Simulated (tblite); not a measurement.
Input of a run (GFN2-xTB geometry optimisation, gas phase (tblite 0.8.0)), started from a force field or distance geometry:
```
{"job": {"kind": "relax", "xc": "GFN2-xTB", "basis": "xTB"}, "charge": 0, "multiplicity": 1}
C     -2.842700     0.270000    -0.991200
C     -1.609300    -0.469900    -0.512800
C     -1.122100     0.286200     0.691200
C      0.087300    -0.220300     1.360400
N      1.269900    -0.282500     0.539500
C      2.127900     0.758600     0.433500
C      3.162300     0.426500    -0.433400
C      2.882300    -0.863500    -0.844800
N      1.729700    -1.249500    -0.238000
H     -3.731700    -0.401300    -0.874700
H     -3.083100     1.123300    -0.288400
H     -2.797100     0.587900    -2.027500
H     -1.953100    -1.495100    -0.164700
H     -0.871200    -0.633000    -1.303200
H     -1.972600     0.279100     1.437200
H     -0.978600     1.337400     0.382200
H      0.273600     0.470500     2.237500
H     -0.068600    -1.228100     1.852300
H      2.023000     1.706700     0.966900
H      3.986000     1.064300    -0.681200
H      3.479200    -1.450200    -1.541200
```

Output (eV, eV/Å):
```
step      E/eV     max force
  0    -732.52521    2.746
  1    -732.84966    0.983
  2    -732.91403    0.705
  3    -732.98627    0.613
  4    -733.03713    0.529
  5    -733.07314    0.435
  6    -733.09968    0.328
  7    -733.11706    0.267
  8    -733.12960    0.314
  9    -733.13960    0.308
 10    -733.14826    0.263
 11    -733.15638    0.214
 12    -733.16416    0.218
 13    -733.17119    0.189
 14    -733.17741    0.181
 15    -733.18338    0.192
 16    -733.18925    0.169
 17    -733.19404    0.169
 18    -733.19728    0.156
 19    -733.19975    0.138
 20    -733.20219    0.130
 21    -733.20460    0.150
 22    -733.20654    0.144
 23    -733.20793    0.107
 24    -733.20903    0.081
 25    -733.21007    0.080
 26    -733.21097    0.079
 27    -733.21169    0.062
 28    -733.21227    0.063
 29    -733.21281    0.045
 30    -733.21325    0.051
 31    -733.21359    0.040
 32    -733.21389    0.042
 33    -733.21424    0.051
 34    -733.21468    0.054
 35    -733.21511    0.042
 36    -733.21543    0.036
 37    -733.21567    0.031
 38    -733.21594    0.038
 39    -733.21625    0.039
 40    -733.21654    0.041
 41    -733.21673    0.043
 42    -733.21687    0.037
 43    -733.21701    0.027
 44    -733.21721    0.034
 45    -733.21751    0.046
 46    -733.21784    0.042
 47    -733.21815    0.038
 48    -733.21842    0.042
 49    -733.21867    0.049
 50    -733.21896    0.045
 51    -733.21925    0.041
 52    -733.21951    0.034
 53    -733.21972    0.038
 54    -733.21991    0.033
 55    -733.22006    0.026
 56    -733.22019    0.027
 57    -733.22033    0.029
 58    -733.22049    0.035
 59    -733.22068    0.038
 60    -733.22084    0.026
 61    -733.22095    0.026
 62    -733.22102    0.020
 63    -733.22112    0.023
 64    -733.22124    0.025
 65    -733.22139    0.032
 66    -733.22159    0.035
 67    -733.22185    0.040
 68    -733.22220    0.044
 69    -733.22263    0.047
 70    -733.22305    0.060
 71    -733.22340    0.052
 72    -733.22371    0.037
 73    -733.22402    0.037
 74    -733.22425    0.034
 75    -733.22438    0.028
 76    -733.22447    0.023
 77    -733.22456    0.022
 78    -733.22466    0.020
 79    -733.22477    0.023
 80    -733.22488    0.026
 81    -733.22502    0.028
 82    -733.22518    0.029
 83    -733.22537    0.029
 84    -733.22557    0.033
 85    -733.22583    0.035
 86    -733.22622    0.056
 87    -733.22681    0.074
 88    -733.22758    0.117
 89    -733.22862    0.096
 90    -733.23000    0.166
 91    -733.23354    0.209
 92    -733.23909    0.212
 93    -733.23281    0.835
 94    -733.24705    0.564
 95    -733.26475    0.223
 96    -733.27372    0.403
 97    -733.28723    0.368
 98    -733.29970    0.182
 99    -733.30529    0.414
100    -733.31173    0.189
101    -733.31544    0.144
102    -733.31973    0.220
103    -733.32234    0.207
104    -733.32509    0.092
105    -733.32702    0.082
106    -733.32836    0.087
107    -733.32904    0.058
108    -733.32942    0.039
109    -733.32959    0.026
110    -733.32969    0.023
111    -733.32976    0.023
112    -733.32984    0.022
113    -733.32993    0.022
114    -733.33002    0.022
115    -733.33010    0.018
116    -733.33019    0.018
117    -733.33029    0.023
118    -733.33044    0.031
119    -733.33067    0.039
120    -733.33100    0.050
121    -733.33139    0.048
122    -733.33184    0.048
123    -733.33237    0.052
124    -733.33303    0.057
125    -733.33377    0.067
126    -733.33440    0.081
127    -733.33473    0.048
128    -733.33491    0.062
129    -733.33519    0.029
130    -733.33538    0.025
131    -733.33559    0.032
132    -733.33582    0.031
133    -733.33605    0.025
134    -733.33627    0.024
135    -733.33645    0.025
136    -733.33660    0.030
137    -733.33675    0.030
138    -733.33691    0.030
139    -733.33707    0.041
140    -733.33718    0.026
141    -733.33735    0.021
142    -733.33749    0.024
143    -733.33760    0.026
144    -733.33771    0.026
145    -733.33781    0.022
146    -733.33789    0.020
147    -733.33797    0.019
148    -733.33804    0.015
149    -733.33808    0.012
150    -733.33811    0.011
151    -733.33813    0.009
```

Q: Summarise the run.

A: The energy falls by 78.4 kJ/mol over 151 L-BFGS steps, the largest force on an atom goes from 2.75 to 0.009 eV/Å, and the atoms move by 0.432 Å rms after alignment. The bond that changes most is C3–C4 (chain CH2 carbon to sp3 carbon bound to nitrogen), which lengthens by 0.060 Å. Bonds longer at the end by more than 0.005 Å: 4 of 21; shorter: 12. Among the angles that change most is C4–N5–N9, from 130.7° to 120.9°. Among the dihedrals that turn most is H10–C1–C2–C3, from -115° to 180°. The energy rose by more than 1e-5 eV at step 93. The first step brought 40 % of the lowering.

Q: What are the final bond lengths?

A: C1–C2 1.523 Å, C2–C3 1.527 Å, C3–C4 1.532 Å, C4–N5 1.437 Å, N5–C6 1.348 Å, C6–C7 1.375 Å, C7–C8 1.401 Å, C8–N9 1.319 Å, N5–N9 1.328 Å, C1–H10 1.087 Å, C1–H11 1.088 Å, C1–H12 1.088 Å, C2–H13 1.092 Å, C2–H14 1.091 Å, C3–H15 1.092 Å, C3–H16 1.093 Å, C4–H17 1.094 Å, C4–H18 1.092 Å, C6–H19 1.072 Å, C7–H20 1.071 Å, C8–H21 1.072 Å. Numbering counts from 1 in the input's order; the species is `CCCCn1cccn1`.

Its GFN2-xTB frequencies are all real (lowest 27 cm⁻¹). One conformer, not necessarily the lowest. 3 starts were optimised and ended at 0.00, 0.12 and 0.77 kcal/mol (GFN2-xTB); the lowest of these is shown.

The numbers are calculated, not measured.
